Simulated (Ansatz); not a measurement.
Start from `[SiH3][N]([SiH3])[Ge][Cl]` and change one element to get `[F][Ge][N]([SiH3])[SiH3]`.

Ansatz, PBE0-D4/def2-TZVP geometries, multiplicity 1. Each molecule was computed in one conformer, which needn't be the lowest.

Scalar relativity is left out up to krypton.

```csv
property,`[SiH3][N]([SiH3])[Ge][Cl]`
size of the dipole moment (B3LYP/def2-TZVPP) / D,1.75
HOMO–LUMO gap (ωB97M-V/def2-TZVPP) / eV,9.39
LUMO energy (ωB97M-V/def2-TZVPP) / eV,-0.47
HOMO–LUMO gap (PBE0/def2-TZVPP) / eV,5.36
LUMO energy (PBE0/def2-TZVPP) / eV,-2.37
HOMO energy (PBE/def2-TZVPP) / eV,-6.64
```

(1) What does the change do to each property? (Best estimate.)

Results:

(1) Computed: 
```json
{"property": "size of the dipole moment (B3LYP/def2-TZVPP) / D", "`[F][Ge][N]([SiH3])[SiH3]`": "1.65", "shift": "-0.10"}
{"property": "HOMO–LUMO gap (ωB97M-V/def2-TZVPP) / eV", "`[F][Ge][N]([SiH3])[SiH3]`": "9.97", "shift": "0.58"}
{"property": "LUMO energy (ωB97M-V/def2-TZVPP) / eV", "`[F][Ge][N]([SiH3])[SiH3]`": "-0.21", "shift": "0.26"}
{"property": "HOMO–LUMO gap (PBE0/def2-TZVPP) / eV", "`[F][Ge][N]([SiH3])[SiH3]`": "5.85", "shift": "0.49"}
{"property": "LUMO energy (PBE0/def2-TZVPP) / eV", "`[F][Ge][N]([SiH3])[SiH3]`": "-2.14", "shift": "0.23"}
{"property": "HOMO energy (PBE/def2-TZVPP) / eV", "`[F][Ge][N]([SiH3])[SiH3]`": "-6.83", "shift": "-0.19"}
```

With PBE0 the HOMO falls by 0.25 eV and the LUMO rises by 0.23 eV, so the gap widens by about 0.48 eV. PBE moves the HOMO by -0.19 eV and ωB97M-V by -0.33 eV. Dipoles are sizes alone; their direction can turn.

B3LYP here is the variant with VWN-RPA as its local correlation; programs differ in this.
